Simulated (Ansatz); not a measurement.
H6GeSi, charge -1, doublet, at the geometry of the source list (a state made from the parent by changing its charge; the spin is typed, not shown lowest) (a gas-phase anion, which may not be bound at this level); PBE/STO-3G (Ansatz, a quantum-chemistry and plane-wave program).

Ansatz was given this input:
Ansatz 0.2 input:
```yaml
crystal:
  periodic: [false, false, false]
  atoms:
    - {symbol: Si, position_ang: [-1.21110000, 0.12330000, 0.02170000]}
    - {symbol: Ge, position_ang: [1.10560000, -0.10820000, -0.02010000]}
    - {symbol: H, position_ang: [-1.78150000, -0.70980000, 1.08100000]}
    - {symbol: H, position_ang: [-1.58220000, 1.51630000, 0.26670000]}
    - {symbol: H, position_ang: [-1.77570000, -0.29520000, -1.26210000]}
    - {symbol: H, position_ang: [1.61100000, -1.42550000, -0.54140000]}
    - {symbol: H, position_ang: [1.84580000, 0.89320000, -0.85840000]}
    - {symbol: H, position_ang: [1.78820000, 0.00600000, 1.31260000]}
basis:
  gaussian:
    orbitals: STO-3G
hamiltonian:
  xc: pbe
total_charge: -1
magnetization: {spin_polarized: true, initial_magnetization: 1}
```

What the program printed (banner, timings and long lists left out):

```
Functional definition: PBE
358 factors; integrals over basis functions are off by at most 3.3e-5 eV
mean field evaluation 1: about -63648.8966 eV, gradient 1.6e2 eV
mean field evaluation 2: about -63699.0042 eV, gradient 4.6e1 eV
mean field evaluation 4: about -63069.7337 eV, gradient 3.8e2 eV
mean field evaluation 8: about -63717.2834 eV, gradient 2.9e1 eV
mean field evaluation 16: about -63726.9294 eV, gradient 1.9e-3 eV
mean field evaluation 32: about -63726.4953 eV, gradient 5.3e0 eV
mean field -63726.92938344 eV, -2341.9214591773 hartree, gradient 1.7e-5 eV, S^2 0.750903; 4 other end points of the search recorded, 0 dependent functions left out
reference -63726.92940213 eV, -2341.9214598642 hartree; 27, 26 occupied and 6, 7 virtual orbitals, 358 factors
Total energy: -63726.92940213 eV, -2341.9214598642 hartree
```
